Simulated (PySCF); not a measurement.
Gas-phase equilibrium of 1 mol NO, 6.3 mol O₂ at 1600 K and 0.00133 bar, among 8 species (O₂, N₂, O, NO, O₃, N, N₂O, NO₂). Only gases are allowed; each row takes one source of thermochemistry for all species, and Cantera finds the minimum.

Energies from PySCF (xtb for GFN2), thermal terms from the rigid-rotor harmonic-oscillator model, ideal gas at 1 bar. The comparison is the NASA 1993 polynomial table, which mixes measured and estimated data. After a fit of one offset per element over all species, the range-separated, M06-2X, PBE0/def2-QZVP and CCSD(T)/def2-TZVPP enthalpies, where run, lie to one side of the table for O₃ (+19 kJ/mol): a fault of the table's entry, another state or a shared error of the levels is possible; this was not checked at source. † marks an energy on the PBE0/def2-TZVP geometry and frequencies; other levels use their own. MP2 and CCSD(T) freeze the core. Open shells (unrestricted) among the columns below: O₂ (multiplicity 3), O (multiplicity 3, electronic degeneracy 9), NO (multiplicity 2, electronic degeneracy 4), NO₂ (multiplicity 2); the rest are closed-shell singlets. GFN2 has no spin-polarisation term. Spin-orbit splitting is ignored; it lowers the true energy and changes the entropy of O, NO. MP2 isn't extrapolated to the basis-set limit. CCSD(T) isn't extrapolated to the basis-set limit. The harmonic model lacks anharmonicity and excited electronic states, which grow with temperature; levels with a mode under 35 cm⁻¹ are left out. Strong static correlation: O₃. Warning, large T1 diagnostic: O₃ (CCSD(T)/def2-TZVPP†).

Molecules larger than those listed are left out. Table species left out: NO3.

Mole fractions:

| thermochemistry | x O₂ | x O₃ | x NO₂ | x N₂ | x NO | x O | x N₂O |
|---|---|---|---|---|---|---|---|
| table | 0.93 | 2.1e-10 | 3.7e-7 | 0.068 | 0.0012 | 0.00038 | 7.7e-10 |
| CCSD(T)/def2-TZVPP† | 0.93 | 2.5e-11 | 1.6e-7 | 0.068 | 0.0013 | 0.0013 | 3.4e-10 |
| GFN2-xTB | 0.18 | 0.63 | 0.19 | 1.7e-11 | 2.8e-6 | 4.7e-12 | 2.3e-6 |
| MP2/def2-SVP† | 0.93 | 2.3e-11 | 3.7e-7 | 0.068 | 0.00051 | 0.00049 | 2.0e-9 |
| PBE/def2-SVP | 0.93 | 1.5e-10 | 3.0e-5 | 0.068 | 0.0017 | 5.0e-6 | 1.4e-7 |
| r2SCAN/def2-TZVP† | 0.93 | 6.4e-12 | 2.3e-6 | 0.068 | 0.00097 | 1.0e-4 | 9.4e-9 |
| LDA/def2-TZVP† | 0.93 | 8.2e-9 | 0.00040 | 0.068 | 0.0011 | 8.1e-8 | 1.8e-6 |
The most sensitive of these is O₃: it spans a factor of 10^11.0 over these rows; at this temperature one factor of ten is RT ln 10 = 31 kJ/mol.
